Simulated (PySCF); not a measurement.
Molybdenum: a sound run and one with changed settings

Sound run: Mo(2+) [Kr] 4d4, Mo(3+) [Kr] 4d3. Calculation: PySCF 2.14, in def2-SVP with the def2 core potential (28 electrons); scalar relativity through the core potential. The sound run starts from symmetry-adapted Hartree-Fock orbitals and uses a fine grid where one is needed.

A second run was set up differently.

```json
{"species": "Mo(2+)", "method": "UHF", "sound run (hartree)": "-66.75994", "changed run (hartree)": "-66.75994", "converged": "yes"}
{"species": "Mo(2+)", "method": "LDA", "sound run (hartree)": "-67.02806", "changed run (hartree)": "-67.02807", "converged": "yes"}
{"species": "Mo(2+)", "method": "PBE0", "sound run (hartree)": "-67.21733", "changed run (hartree)": "-67.21783", "converged": "yes"}
{"species": "Mo(3+)", "method": "UHF", "sound run (hartree)": "-65.79489", "changed run (hartree)": "-65.79489", "converged": "yes"}
{"species": "Mo(3+)", "method": "LDA", "sound run (hartree)": "-66.01376", "changed run (hartree)": "-66.01376", "converged": "yes"}
{"species": "Mo(3+)", "method": "PBE0", "sound run (hartree)": "-66.21046", "changed run (hartree)": "-66.21094", "converged": "yes"}
```

Ionisation energy of Mo(2+):

```tsv
method	sound run (eV)	changed run (eV)
UHF	26.260	26.260
LDA	27.601	27.601
PBE0	27.398	27.399
```

Task: What was changed?
A. basis contracted for another Hamiltonian
B. radial grid too coarse
C. all electrons correlated in a valence basis
D. a valence shell is frozen

Result: B. It used radial step 0.3 in ln r (0.13 in the sound run). A coarse radial grid mis-integrates the density and the exchange-correlation energy, with errors of either sign; Hartree-Fock needs no grid.
